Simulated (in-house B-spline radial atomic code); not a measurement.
Ionising Rh IV (Rh3+) with different functionals

Computed with an all-electron radial atomic-structure program (B-spline basis): scalar-relativistic (spin-free X2C) Hamiltonian, Fermi nucleus of rms radius 4.4945 fm, spin-polarised at highest spin, spherical fractional occupations for the functionals, the average over the highest-spin determinants for Hartree-Fock. The ionisation energy is the difference of two self-consistent energies, [Kr] 4d6 → [Kr] 4d5, without Breit or QED terms; ε is the level of the shell that loses the electron (its least bound occupied spin orbital). There is no spin-orbit coupling in this Hamiltonian.

Hybrids are left out here: with spherical fractional occupations of an open shell their exact exchange keeps a self-interaction that integer-occupation calculations don't have.

```
           method          rung  ΔSCF (eV)  -ε(4d) (eV)
     Hartree-Fock  Hartree-Fock      42.58        43.83
         LDA VWN5           LDA      45.06        37.99
         LDA PW92           LDA      45.06        37.99
LDA exchange-only           LDA          ?            ?
              PBE           GGA      44.59        37.56
           PBEsol           GGA      44.60        37.57
             BLYP           GGA      44.66        37.57
             RPBE           GGA      44.53        37.48
             PW91           GGA      44.71        37.66
             BP86           GGA      44.75        37.71
             AM05           GGA      44.68        37.63
             OLYP           GGA      44.75        37.61
             TPSS      meta-GGA      44.37        37.34
             SCAN      meta-GGA      43.72        36.95
           r2SCAN      meta-GGA      43.72        36.93
          revTPSS      meta-GGA          ?            ?
```

Problem. What does LDA exchange-only give?

Solution. ΔSCF 42.92 eV, and -ε(4d) = 36.00 eV.

Problem. What does revTPSS give?

Solution. ΔSCF 44.26 eV, and -ε(4d) = 37.25 eV.

Problem. How do they compare with the NIST value?

Solution. NIST lists 42 eV ± 1.7 (tabulated theory, ground level to ground level). Errors run from +0.58 to +3.06 eV; all lie within about twice that uncertainty, so the table can't rank the methods. Hartree-Fock also lacks correlation.
